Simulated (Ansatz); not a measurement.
Geometry optimisation, RKS PBE/def2-SVP in Ansatz.

Input:

```yaml
crystal:
  periodic: [false, false, false]
  atoms:
    - { symbol: "N", position_ang: [-0.3283, 1.7568, -0.169] }
    - { symbol: B, position_ang: [0.1725, 0.4003, 0.0367] }
    - { symbol: "N", position_ang: [-0.4303, -0.8812, 0.6246] }
    - { symbol: C, position_ang: [0.5896, -1.7343, 0.2365] }
    - { symbol: S, position_ang: [1.365, -0.5973, -0.8288] }
    - { symbol: H, position_ang: [0.10493, 2.42439, 0.55661] }
    - { symbol: H, position_ang: [0.05759, 2.12281, -1.08901] }
    - { symbol: H, position_ang: [0.684, -2.7938, 0.3869] }
basis:
  gaussian: { orbitals: def2-SVP }
hamiltonian:
  xc: pbe
relax:
  f_tol: 0.015
  max_steps: 40
```

Run as:

```bash
$ ansatz run input.yaml --threads 1 --pin off --max-ram 2048MiB --backend cpu --events-out ev --progress --plain --runs-dir out
```

Q: Where does it end, and by what steps?

A: It converged. After 8 steps the energy has fallen by 2.136 eV; H6 moved furthest, 0.75 Å.

| step | energy less start (eV) | largest force component (eV/Å) | accepted |
| --- | --- | --- | --- |
| 0 | 0.0000 | 5.137 | yes |
| 1 | -1.0429 | 2.911 | yes |
| 2 | -1.4724 | 2.532 | yes |
| 3 | -1.8756 | 1.509 | yes |
| 4 | -2.0873 | 0.765 | yes |
| 5 | -2.0609 | 0.663 | no |
| 6 | -2.1356 | 0.068 | yes |
| 7 | -2.1360 | 0.059 | yes |
| 8 | -2.1362 | 0.007 | yes |

```xyz
8
Properties=species:S:1:pos:R:3
N -0.008 1.684 -0.167
B 0.264 0.325 -0.098
N -0.170 -0.691 0.899
C 0.490 -1.581 0.236
S 1.291 -0.816 -1.217
H -0.590 2.143 0.536
H 0.344 2.299 -0.900
H 0.594 -2.666 0.465
```

Time of the run: 28 s on 1 CPU thread of a shared host.
